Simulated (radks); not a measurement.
Values are calculated unless marked as measured or tabulated.
Task: The table gives one normalised radial function P(r) = r R(r) of Sn in [Kr] 4d10 5s2 5p2 (r in bohr). Code: a radial shooting solver on a logarithmic mesh with Libxc functionals. Model: scalar-relativistic Kohn-Sham, PBE, spin-polarised, spherical densities, finite nucleus; open shells are filled with parallel spins first (spin-orbit coupling, left out, can overturn this in heavy ions); Fermi nuclear charge, rms radius 4.6519 fm.

r,P
0.001163,0.0000
0.001821,0.0000
0.002827,0.0000
0.004425,0.0001
0.006871,0.0005
0.01076,0.0016
0.0167,0.0053
0.02593,0.0167
0.04058,0.0500
0.06301,0.1307
0.09863,0.2909
0.1531,0.4866
0.2397,0.5068
0.3722,0.0668
0.5779,-0.6783
0.9045,-1.0324
1.404,-0.7237
2.198,-0.2761
3.413,-0.0550
5.342,-0.0039
8.295,-0.0001

Which n and l does it have? It may be an empty orbital.

Result: n = 4, l = 2: the number of nodes gives n - l - 1 = 1, the rise at small r (about r^(l+1), flatter next to the nucleus through relativity) gives l, and the extent must fit the shell. The curve is that of 4d up; the table hardly tells the two spins apart. 4d up: eigenvalue -25.755 eV, 1 radial node at r = 0.388 bohr, <r> = 1.10 bohr, 90 % of the charge inside 1.72 bohr.
